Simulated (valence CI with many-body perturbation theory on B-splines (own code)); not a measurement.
**Ga XXVII: calculated level list**

Computed by relativistic CI+MBPT: three valence electrons over a frozen Dirac-Fock core [He], radial functions for each j: 11 s, 11 p, 10 d, 8 f, 5 g, 2 h, with the one-electron correlation potential Σ1 (screened to all orders), the two-electron term Σ2, the three-electron term Σ3, Breit, model QED; selected single and double excitations, second order for the rest, scaled by the run's own slope (own B-spline code, finite nucleus).

No measured spectrum was set against this ion. As an estimate, large intervals hold to a few tenths of a per cent, small ones and those within an open d or f shell to about a per cent.

Levels 46 to 90 of 207, with energies above the lowest level, (2s^2 2p1/2) J=1/2. "Leading %" is the weight of the configuration and term that name the level; weights of strongly mixed levels are sums over their largest components and can fall short. In the jj column 3d3/2^4 stands for four electrons in 3d with j = 3/2.

| No. | Configuration | Term | J | E (eV) | Leading % | g | Second component | Leading jj |
| --- | --- | --- | --- | --- | --- | --- | --- | --- |
| 46 | 2s 2p 3d | 2D° | 3/2 | 1632.6 | 42 | 1.060 | 33 % 2s 2p 3s 2P° | 2s 2p3/2 3s (31 %) |
| 47 | 2s 2p 3d | 2F° | 5/2 | 1633.4 | 58 | 1.045 | 19 % 2s 2p 3d 2D° | 2s 2p1/2 3d5/2 (68 %) |
| 48 | 2s 2p 3p | 2S | 1/2 | 1634.9 | 73 | 1.776 | 15 % 2s 2p 3p 2P | 2s 2p3/2 3p3/2 (90 %) |
| 49 | 2s 2p 3d | 4F° | 9/2 | 1644.1 | 100 | 1.330 |  | 2s 2p3/2 3d5/2 (100 %) |
| 50 | 2s 2p 3d | 4D° | 7/2 | 1647.6 | 68 | 1.362 | 29 % 2s 2p 3d 4F° | 2s 2p3/2 3d5/2 (53 %) |
| 51 | 2s 2p 3d | 4D° | 5/2 | 1648.4 | 54 | 1.311 | 17 % 2s 2p 3d 4P° | 2s 2p3/2 3d3/2 (90 %) |
| 52 | 2s 2p 3d | 4P° | 3/2 | 1649.9 | 60 | 1.506 | 34 % 2s 2p 3d 4D° | 2s 2p3/2 3d3/2 (90 %) |
| 53 | 2s 2p 3d | 4P° | 1/2 | 1650.5 | 90 | 2.409 | 9 % 2s 2p 3d 4D° | 2s 2p3/2 3d3/2 (96 %) |
| 54 | 2s 2p 3d | 2D° | 5/2 | 1654.1 | 44 | 1.206 | 25 % 2s 2p 3d 2F° | 2s 2p3/2 3d5/2 (90 %) |
| 55 | 2s 2p 3p | 2P | 1/2 | 1656.1 | 48 | 1.262 | 23 % 2p2 3s 4P | 2s 2p3/2 3p1/2 (43 %) |
| 56 | 2s 2p 3p | 2D | 3/2 | 1658.1 | 69 | 0.953 | 23 % 2s 2p 3p 2P | 2s 2p3/2 3p1/2 (84 %) |
| 57 | 2s 2p 3d | 2P° | 3/2 | 1659.2 | 59 | 1.206 | 26 % 2s 2p 3d 2D° | 2s 2p3/2 3d5/2 (83 %) |
| 58 | 2p2 3s | 4P | 1/2 | 1659.2 | 44 | 1.923 | 26 % 2s 2p 3p 2P | 2p1/2^2 3s (47 %) |
| 59 | 2s 2p 3d | 2F° | 7/2 | 1663.1 | 94 | 1.154 | 5 % 2s 2p 3d 4D° | 2s 2p3/2 3d3/2 (49 %) |
| 60 | 2s 2p 3p | 2D | 5/2 | 1664.0 | 88 | 1.216 |  | 2s 2p3/2 3p3/2 (79 %) |
| 61 | 2s 2p 3d | 2P° | 1/2 | 1666.3 | 90 | 0.661 | 6 % 2s 2p 3d 4D° | 2s 2p3/2 3d5/2 (94 %) |
| 62 | 2s 2p 3p | 2P | 3/2 | 1666.6 | 60 | 1.200 | 26 % 2s 2p 3p 2D | 2s 2p3/2 3p3/2 (80 %) |
| 63 | 2s 2p 3p | 2S | 1/2 | 1672.5 | 74 | 1.893 | 12 % 2s 2p 3p 2P | 2s 2p3/2 3p3/2 (76 %) |
| 64 | 2p2 3s | 4P | 3/2 | 1679.3 | 92 | 1.690 |  | 2p1/2 2p3/2 3s (94 %) |
| 65 | 2p2 3p | 4D° | 1/2 | 1679.3 | 50 | 0.681 | 23 % 2p2 3p 2P° | 2p1/2^2 3p1/2 (88 %) |
| 66 | 2p2 3s | 2P | 1/2 | 1687.3 | 72 | 1.009 | 16 % 2p2 3s 4P | 2p1/2 2p3/2 3s (85 %) |
| 67 | 2p2 3s | 4P | 5/2 | 1687.8 | 62 | 1.447 | 33 % 2p2 3s 2D | 2p1/2 2p3/2 3s (85 %) |
| 68 | 2s 2p 3d | 2F° | 5/2 | 1689.1 | 83 | 0.892 | 6 % 2s 2p 3d 2D° | 2s 2p3/2 3d3/2 (85 %) |
| 69 | 2s 2p 3d | 2F° | 7/2 | 1689.1 | 91 | 1.151 |  | 2s 2p3/2 3d5/2 (82 %) |
| 70 | 2s 2p 3d | 2D° | 3/2 | 1690.3 | 82 | 0.871 | 7 % 2s 2p 3d 2P° | 2s 2p3/2 3d3/2 (68 %) |
| 71 | 2p2 3p | 4D° | 3/2 | 1691.2 | 37 | 1.292 | 22 % 2p2 3p 4P° | 2p1/2^2 3p3/2 (70 %) |
| 72 | 2s 2p 3d | 2D° | 5/2 | 1693.7 | 85 | 1.168 | 11 % 2s 2p 3d 2F° | 2s 2p3/2 3d5/2 (87 %) |
| 73 | 2p2 3s | 2D | 3/2 | 1693.9 | 50 | 1.055 | 41 % 2p2 3s 2P | 2p1/2 2p3/2 3s (90 %) |
| 74 | 2s 2p 3d | 2P° | 1/2 | 1695.0 | 93 | 0.639 |  | 2s 2p3/2 3d3/2 (82 %) |
| 75 | 2s 2p 3d | 2P° | 3/2 | 1697.7 | 86 | 1.319 | 7 % 2p2 3p 4D° | 2s 2p3/2 3d5/2 (71 %) |
| 76 | 2p2 3p | 2S° | 1/2 | 1700.0 | 36 | 1.570 | 31 % 2p2 3p 4P° | 2p1/2 2p3/2 3p1/2 (94 %) |
| 77 | 2p2 3p | 4D° | 3/2 | 1704.0 | 37 | 1.173 | 33 % 2p2 3p 2D° | 2p1/2 2p3/2 3p1/2 (87 %) |
| 78 | 2p2 3p | 4D° | 5/2 | 1709.1 | 65 | 1.242 | 17 % 2p2 3p 2F° | 2p1/2 2p3/2 3p1/2 (64 %) |
| 79 | 2p2 3d | 4F | 3/2 | 1710.3 | 55 | 0.708 | 13 % 2p2 3d 4D | 2p1/2^2 3d3/2 (89 %) |
| 80 | 2p2 3p | 4P° | 5/2 | 1711.3 | 45 | 1.393 | 32 % 2p2 3p 2D° | 2p1/2 2p3/2 3p3/2 (77 %) |
| 81 | 2p2 3p | 4P° | 1/2 | 1712.7 | 52 | 2.014 | 24 % 2p2 3p 2S° | 2p1/2 2p3/2 3p3/2 (92 %) |
| 82 | 2p2 3p | 2D° | 3/2 | 1715.5 | 52 | 1.226 | 28 % 2p2 3p 4P° | 2p1/2 2p3/2 3p3/2 (96 %) |
| 83 | 2p2 3d | 4F | 5/2 | 1716.3 | 37 | 1.179 | 27 % 2p2 3d 4D | 2p1/2^2 3d5/2 (81 %) |
| 84 | 2p2 3p | 4D° | 7/2 | 1718.6 | 63 | 1.319 | 34 % 2p2 3p 2F° | 2p1/2 2p3/2 3p3/2 (88 %) |
| 85 | 2p2 3s | 2D | 5/2 | 1719.2 | 61 | 1.341 | 36 % 2p2 3s 4P | 2p3/2^2 3s (88 %) |
| 86 | 2p2 3p | 4S° | 3/2 | 1722.1 | 54 | 1.693 | 25 % 2p2 3p 2P° | 2p1/2 2p3/2 3p1/2 (69 %) |
| 87 | 2p2 3s | 2P | 3/2 | 1723.5 | 46 | 1.098 | 45 % 2p2 3s 2D | 2p3/2^2 3s (92 %) |
| 88 | 2p2 3p | 2P° | 3/2 | 1724.7 | 62 | 1.240 | 18 % 2p2 3p 2D° | 2p1/2 2p3/2 3p3/2 (73 %) |
| 89 | 2p2 3p | 2F° | 5/2 | 1727.5 | 36 | 1.184 | 29 % 2p2 3p 2D° | 2p1/2 2p3/2 3p3/2 (76 %) |
| 90 | 2p2 3d | 2P | 3/2 | 1732.2 | 40 | 1.000 | 34 % 2p2 3d 4F | 2p1/2 2p3/2 3d3/2 (94 %) |

Where two levels of one J and parity lie close, their mixing, g and order are uncertain.
